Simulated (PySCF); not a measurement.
Computed shifts of a molecule C4H9NSi, PBE0/pcSseg-1 in PySCF, GIAO, gas phase, atoms alike by connectivity averaged where their shifts nearly agree, in ppm (number of nuclei): ¹³C: 171.3 (1), 44.1 (1), 32.8 (1), 23.5 (1). ¹⁵N: 363.5 (1). ²⁹Si: -52.5 (1). ¹H: 4.72 (1), 4.57 (1), 3.56 (3), 2.79 (1), 2.67 (1), 2.58 (1), 2.27 (1). References: ¹³C against TMS (σ = 186.3 ppm); ¹⁵N against NH3 (σ = 267.4 ppm); ²⁹Si against TMS (σ = 352.7 ppm); ¹H against TMS (σ = 31.56 ppm), references at their B3LYP-D3(BJ)/def2-TZVP geometries, non-relativistic. Geometry: ωB97X-D3(BJ)/def2-SVP. One conformer was computed; it need not be the lowest.

**Question.** Which molecule gave these data?
(A) CN=C1C[SiH2]C1
(B) [SiH3]N1C=CCC1
(C) N[SiH]1CC=CC1
(D) CC1=CC[Si@@H]1N

**Answer.** A, CN=C1C[SiH2]C1
